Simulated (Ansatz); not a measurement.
Input file for Ansatz (a quantum-chemistry and plane-wave program): R-r2SCAN/def2-TZVPP on AsBFH3O (SMILES OB(F)[AsH2]), a point of a torsion scan.

Ansatz 0.2 input:
```yaml
crystal:
  periodic: [false, false, false]
  atoms:
    - {symbol: O, position_ang: [-1.41743958, 0.22560580, -0.52688236]}
    - {symbol: B, position_ang: [-0.62970383, -0.48187346, 0.28047399]}
    - {symbol: F, position_ang: [-1.28576775, -1.30800421, 1.09758472]}
    - {symbol: As, position_ang: [1.42277808, -0.45089771, 0.39380893]}
    - {symbol: H, position_ang: [-1.01499427, 0.83659064, -1.14301262]}
    - {symbol: H, position_ang: [1.42345056, 1.01379492, 0.75527643]}
    - {symbol: H, position_ang: [1.55781650, -0.02849249, -1.05352602]}
basis:
  gaussian:
    orbitals: def2-TZVPP
hamiltonian:
  xc: {name: r2SCAN}
scf: {lower_state_search: off}
```

Program output:

```
WARN ansatz: RAYON_NUM_THREADS=1 ignored (pool sized by the plan → 1); use --threads N
Functional definition: r2SCAN
these checks for a lower state are left out or cut short: stability, starts, cluster_reference, orbital_swaps, neighbouring_geometries, increment
integrals: 0.09 GiB planned
1026 factors; their error is unknown
mean field: 0.67 GiB planned
mean field evaluation 1: about -66327.5051 eV, gradient 6.0e1 eV
mean field evaluation 2: about -66312.9505 eV, gradient 1.1e2 eV
mean field evaluation 4: about -66332.8828 eV, gradient 7.0e0 eV
mean field evaluation 8: about -66332.9555 eV, gradient 1.8e-1 eV
mean field evaluation 16: about -66332.9481 eV, gradient 1.9e-4 eV
mean field -66332.94811793 eV, -2437.6908812467 hartree, gradient 7.4e-6 eV, S^2 0.000000; 0 other end points of the search recorded, 0 dependent functions left out
reference -66332.94812870 eV, -2437.6908816426 hartree; 29, 29 occupied and 154, 154 virtual orbitals, 1026 factors
Total energy: -66332.94812870 eV, -2437.6908816426 hartree
Checks for a lower state left out: stability, starts, cluster_reference, orbital_swaps, neighbouring_geometries, increment
```

Self-consistency was reached.

Cost: around 6 core-seconds (rough).
